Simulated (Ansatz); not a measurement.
Reactions of H$_{6}$NOSbSi, SMILES `N[SiH](O)[SbH2]`.

Gas-phase electronic energies from Ansatz, PBE0-D4/def2-TZVP geometries. CCSD(T)/CBS adds triple-zeta CCSD(T) − MP2 to the extrapolated MP2 energy (def2 sets, frozen cores). This one scheme is used for every species, atoms too. No spin–orbit coupling; open shells (•) take unrestricted orbitals. Spin–orbit coupling would lower the free atoms: a little for O, Si. Elements past krypton have def2 core potentials. Bonds to Sb are less sure, by a few kJ/mol each and by 10 to 20 or more in all where they break to atoms, as the def2 sets lack core-valence functions. One conformer a species, not always the lowest.

```
                                         reaction  CCSD(T)/def2-SVP (kcal/mol)  CCSD(T)/CBS(def2) (kcal/mol)
   `N[SiH](O)[SbH2]` → 6 H• + N• + O• + Sb• + Si•                        676.1                         755.8
     `N[SiH](O)[SbH2]` → `[NH2][SbH2]` + `O[SiH]`                         67.3                          72.8
   `N[SiH](O)[SbH2]` + H₂ → `N[SiH2][SbH2]` + H₂O                         16.7                          20.4
`N[SiH](O)[SbH2]` + H₂S → `N[SiH](O)S` + `[SbH3]`                         -9.5                          -9.0
```

Largest T1 diagnostic: 0.016, for `O[SiH]`.
